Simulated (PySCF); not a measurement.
Calculation: PBE0-D4/def2-TZVP run with PySCF 2.14.0. Gas-phase values, no solvent. Excitations are Tamm–Dancoff values on a coarser integration grid. The basis has no diffuse functions, so Rydberg states are missing or too high.

Reference species (SMILES): `C=C=NC` (neutral, multiplicity 1).

```json
{
 "T1 excitation (TDA)": "4.34 eV",
 "S1–T1 gap (TDA)": "0.51 eV",
 "S1 oscillator strength": "0.001"
}
```

Changed species: `C(N)#CC`.

Question: What does the change do to the T1 excitation (TDA), S1–T1 gap (TDA) and S1 oscillator strength?

Answer: the T1 excitation (TDA) increases by 1.00 eV, to 5.34 eV; the S1–T1 gap (TDA) falls by 0.19 eV, to 0.32 eV; the S1 oscillator strength is nearly the same.
